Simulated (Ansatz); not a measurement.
An input meant for 1,3,5-triphenylbenzene, `c1ccc(-c2cc(-c3ccccc3)cc(-c3ccccc3)c2)cc1` (charge 0, singlet; atoms displaced at random, 0.08 Å in each coordinate).

```yaml
crystal:
  periodic: [false, false, false]
  atoms:
    - {symbol: C, position_ang: [5.651508, -0.051175, 0.347741]}
    - {symbol: C, position_ang: [4.914779, 0.899829, -0.613762]}
    - {symbol: C, position_ang: [3.655862, 0.902069, -0.693082]}
    - {symbol: C, position_ang: [2.861858, -0.091165, 0.088745]}
    - {symbol: C, position_ang: [1.328619, 0.042613, 0.074024]}
    - {symbol: C, position_ang: [0.633282, -1.153605, -0.035288]}
    - {symbol: C, position_ang: [-0.843682, -1.021198, 0.048076]}
    - {symbol: C, position_ang: [-1.399157, -2.475400, -0.236556]}
    - {symbol: C, position_ang: [-1.005002, -3.513984, -1.004014]}
    - {symbol: C, position_ang: [-1.669370, -4.883634, -0.938309]}
    - {symbol: C, position_ang: [-2.875102, -5.008123, -0.326831]}
    - {symbol: C, position_ang: [-3.393015, -3.844884, 0.377767]}
    - {symbol: C, position_ang: [-2.671275, -2.543569, 0.517465]}
    - {symbol: C, position_ang: [-1.334173, -0.031818, -0.054404]}
    - {symbol: C, position_ang: [-0.675621, 1.228354, 0.098008]}
    - {symbol: C, position_ang: [-1.383616, 2.421593, 0.069653]}
    - {symbol: C, position_ang: [-0.728890, 3.747358, -0.428798]}
    - {symbol: C, position_ang: [-1.641609, 4.852706, -0.737907]}
    - {symbol: C, position_ang: [-2.746658, 4.909910, -0.031320]}
    - {symbol: C, position_ang: [-3.399736, 3.743452, 0.706138]}
    - {symbol: C, position_ang: [-2.740086, 2.735863, 0.563850]}
    - {symbol: C, position_ang: [0.671681, 1.261076, 0.150336]}
    - {symbol: C, position_ang: [3.506708, -1.078889, 0.915496]}
    - {symbol: C, position_ang: [5.083419, -1.042557, 0.907978]}
    - {symbol: H, position_ang: [6.772396, -0.027665, 0.327627]}
    - {symbol: H, position_ang: [5.530645, 1.972079, -0.950819]}
    - {symbol: H, position_ang: [3.076476, 1.707861, -1.163203]}
    - {symbol: H, position_ang: [1.347425, -2.188205, -0.054690]}
    - {symbol: H, position_ang: [0.075998, -3.481354, -1.441484]}
    - {symbol: H, position_ang: [-1.246942, -5.577309, -1.622517]}
    - {symbol: H, position_ang: [-3.525190, -6.036814, -0.419569]}
    - {symbol: H, position_ang: [-4.264680, -3.870902, 0.935478]}
    - {symbol: H, position_ang: [-3.206780, -1.933274, 1.174479]}
    - {symbol: H, position_ang: [-2.459862, -0.070695, -0.263591]}
    - {symbol: H, position_ang: [0.060985, 3.461113, -1.134672]}
    - {symbol: H, position_ang: [-1.136219, 5.732962, -1.214705]}
    - {symbol: H, position_ang: [-3.212542, 6.019517, -0.022250]}
    - {symbol: H, position_ang: [-4.432785, 3.858279, 1.206198]}
    - {symbol: H, position_ang: [-3.063485, 1.893369, 1.393565]}
    - {symbol: H, position_ang: [1.255119, 2.033287, 0.119824]}
    - {symbol: H, position_ang: [2.967402, -1.614964, 1.514811]}
    - {symbol: H, position_ang: [5.518348, -1.775293, 1.375104]}
basis:
  gaussian: {orbitals: def2-SVP, fitting: {mean_field: def2-universal-jkfit}}
magnetization: {spin_polarized: true, initial_magnetization: 8}
hamiltonian: {xc: {name: PBE-QIDH}}
scf: {lower_state_search: light}
output: {forces: true}
```

```sh
$ ansatz run in.yaml --threads 2 --pin off --events-out ev --progress --plain --max-ram 22528MiB --backend cuda --devices 0, --max-vram 18GiB
```

It prints (some lines left out):

```
Functional definition: PBE-QIDH
  name "PBE-QIDH"
  cite "Brémond, Sancho-García, Pérez-Jiménez & Adamo, J. Chem. Phys. 141, 031101 (2014) doi:10.1063/1.4890314"
  cite "Perdew, Burke & Ernzerhof, Phys. Rev. Lett. 77, 3865 (1996) doi:10.1103/PhysRevLett.77.3865"
  parameter a = 3^(-1/3)
  parameter c = 1/3
  exchange = (1 - a)*pbe_x + a*exact_x
  correlation = (1 - c)*pbe_c + c*(mp2_os + mp2_ss)
2124 factors; integrals over basis functions are off by at most 3.0e-1 eV
mean field evaluation 1: about -25049.7496 eV, gradient 4.6e1 eV
mean field evaluation 2: about -25049.7489 eV, gradient 4.6e1 eV
mean field evaluation 4: about -25063.7907 eV, gradient 1.2e1 eV
mean field evaluation 8: about -25065.8194 eV, gradient 9.1e-1 eV
mean field evaluation 16: about -25065.9085 eV, gradient 1.0e-1 eV
mean field evaluation 32: about -25065.9104 eV, gradient 3.2e-4 eV
mean field evaluation 64: about -25065.8849 eV, gradient 6.8e-1 eV
mean field -25065.91038708 eV, -921.1552164407 hartree, gradient 6.6e-6 eV, S^2 20.437087; 7 other end points of the search recorded, 0 dependent functions left out
24 core orbitals not correlated: weight in the atoms' cores, before any rotation towards them, 1.000 or more for the frozen orbitals, at most 0.000 for the correlated occupied ones
reference -25065.91041107 eV, -921.1552173226 hartree; 61, 53 occupied and 341, 349 virtual orbitals, 2124 factors
second order -90.35719954 eV of doubles, -0.00000000 eV of singles
the calculation of the forces begins
Total energy: -25096.02947759 eV, -922.2620726016 hartree
Atom 0 force     3.351243     3.672377    -4.049318 eV/Å
Atom 1 force     9.144932     3.560800     1.218243 eV/Å
Atom 2 force    -8.046644    -1.295142     1.540050 eV/Å
Atom 3 force    -3.094678     4.354603    -3.074455 eV/Å
Atom 4 force     4.074953    -2.144391    -0.032707 eV/Å
Atom 5 force     1.618604    -1.281804     1.483476 eV/Å
Atom 6 force    15.860889   -30.089435    -1.285957 eV/Å
Atom 7 force    -3.093617     8.489010     5.259486 eV/Å
Atom 8 force     3.105173    -6.249001    -3.227762 eV/Å
Atom 9 force     4.046694     4.043510    -1.505949 eV/Å
Atom 10 force    -4.432070    -2.293307     1.481474 eV/Å
Atom 11 force     1.340737     0.188190    -0.711293 eV/Å
Atom 12 force    -0.359553    -4.320290    -1.992514 eV/Å
Atom 13 force   -15.584055    23.693324    -1.271058 eV/Å
Atom 14 force    -3.296589     1.613893    -0.467006 eV/Å
Atom 15 force    -0.796929     3.704163    -0.015827 eV/Å
Atom 16 force    -1.097242    -1.544999    -1.580223 eV/Å
Atom 17 force     5.172787    -1.286026     0.256940 eV/Å
Atom 18 force    -5.177282     4.011672     1.246377 eV/Å
Atom 19 force    -5.275472    11.194049    -0.757235 eV/Å
Atom 20 force     4.889993   -14.230020     3.541226 eV/Å
Atom 21 force    -0.422933    -5.113197    -0.718244 eV/Å
Atom 22 force     7.728768     1.683205    -3.100004 eV/Å
Atom 23 force    -9.008303     0.717689    -0.224789 eV/Å
Atom 24 force    -1.014332     0.231598     0.019746 eV/Å
Atom 25 force    -1.682447    -3.714092     0.728992 eV/Å
Atom 26 force     0.267327    -0.422850    -0.219570 eV/Å
Atom 27 force    -2.783509     2.938391     0.040677 eV/Å
Atom 28 force    -2.214542    -0.119982     0.567679 eV/Å
Atom 29 force     0.275069    -0.978544    -0.383177 eV/Å
Atom 30 force     1.714179     2.954779     0.315623 eV/Å
Atom 31 force    -2.063778    -0.597039     1.001852 eV/Å
Atom 32 force     0.098437     1.910220     0.927530 eV/Å
Atom 33 force     1.372144     0.811781     0.427494 eV/Å
Atom 34 force     0.350928     0.829234     0.160456 eV/Å
Atom 35 force    -0.959460    -0.705700     0.267919 eV/Å
Atom 36 force     0.486795    -2.888552     0.144101 eV/Å
Atom 37 force     2.118159    -0.172086    -0.653746 eV/Å
Atom 38 force     0.409927     1.304721    -2.603281 eV/Å
Atom 39 force     3.090618     5.405011     0.207660 eV/Å
Atom 40 force    -3.068032    -3.631267     3.977826 eV/Å
Atom 41 force     2.953109    -4.234498     3.059291 eV/Å
Dipole moment:    -0.088997    -0.017917     0.128944 e Å
```

In this input the spin is set far too high (8 unpaired electrons typed, 0 in the singlet as meant). Self-consistency was reached. The result belongs to that input, not to the species as meant.

Correlated methods freeze 24 core orbitals. The charge 0 multiplicity 9 is spin-contaminated (final ⟨S²⟩ up to 20.44, 20.00 for a pure state).
